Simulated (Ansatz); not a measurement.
Reaction (cleavage of the Si–Si bond): `N[SiH](F)[SiH2]O` + `N[SiH](O)S` → `N[Si@H](F)S[Si@@H](N)O` + `O[SiH3]`

Computed with Ansatz on PBE0-D4/def2-TZVP structures; ΔE is electronic, products minus reactants. CBS: MP2 limit from def2 TZ/QZ plus the TZ coupled-cluster correction, frozen cores. Functionals use def2-TZVPP. One conformer a species, not always the lowest.

Q: Is it downhill or uphill in electronic energy at CCSD(T)/CBS, and by how much? (Best estimate.)

A: Ansatz gave: Downhill: ΔE = -100.6 kJ/mol.

Q: What do these levels give: PBE-D4, PBE0-D4, ωB97M-V, HF/def2-TZVPP, SCS-MP2/def2-QZVPP, MP2/CBS(def2)? (An estimate is asked.)

A: The calculation gave: PBE-D4 -91.3, PBE0-D4 -95.7, ωB97M-V -102.4, HF/def2-TZVPP -92.5, SCS-MP2/def2-QZVPP -105.1, MP2/CBS(def2) -112.0 kJ/mol.

Largest T1 diagnostic among the species: 0.012.

From PBE to PBE0 (25 % exact exchange), in def2-TZVPP and without D4, ΔE moves by −5.2 kJ/mol. The D4 term adds −10.2 kJ/mol with B3LYP and −5.6 kJ/mol with PBE0; it sums over pairs of atoms, weighted by their polarisabilities, and B3LYP, whose exchange is more repulsive, gets the larger term. In def2-TZVPP, CCSD(T) changes the Hartree–Fock value by −7.3 kJ/mol (the triples alone add −3.3 kJ/mol) and MP2 by −18.8 kJ/mol.

B3LYP here is the variant with VWN-RPA as its local correlation; programs differ in this.
